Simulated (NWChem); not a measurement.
Molecule: BPH$_{4}$; SMILES BP

Computed with NWChem. Pople sets run with spherical d functions. Medium grid unless said otherwise, to which SCAN and Minnesota functionals are sensitive. All runs use the structure optimised with PBE0/def2-SVP. Hybrids' shares of exact exchange are those that their runs print; pure functionals count as 0. The functionals differ in more than this share.

```
row               share of exact exchange  highest occupied level (eV)
----------------  -----------------------  ---------------------------
PBE/6-31G*                           0.00                        -6.32
HCTH/407/6-31G*                      0.00                        -6.44
B3LYP/6-31G*                         0.20                     withheld
r2SCAN0/6-31G*                       0.25                        -7.55
BHandHLYP/6-31G*                     0.50                        -8.27
```

Q: Fit a straight line of the last column on the one before it, predict the withheld value, and compare with the run.

A: 
1. Means of the 4 shown rows: x = 0.188, y = -7.145. Slope Σ(x − x̄)(y − ȳ)/Σ(x − x̄)² = -0.6637/0.1719 = -3.862; intercept -6.421.
2. The shown rows scatter about the line by 0.105 (root mean square); the largest residual is -0.16, at r2SCAN0/6-31G*.
3. At x = 0.20 (B3LYP/6-31G*; inside the shown range) the line gives -7.19.
4. The run gives -7.13, +0.06 from the line, 0.6 times the scatter.
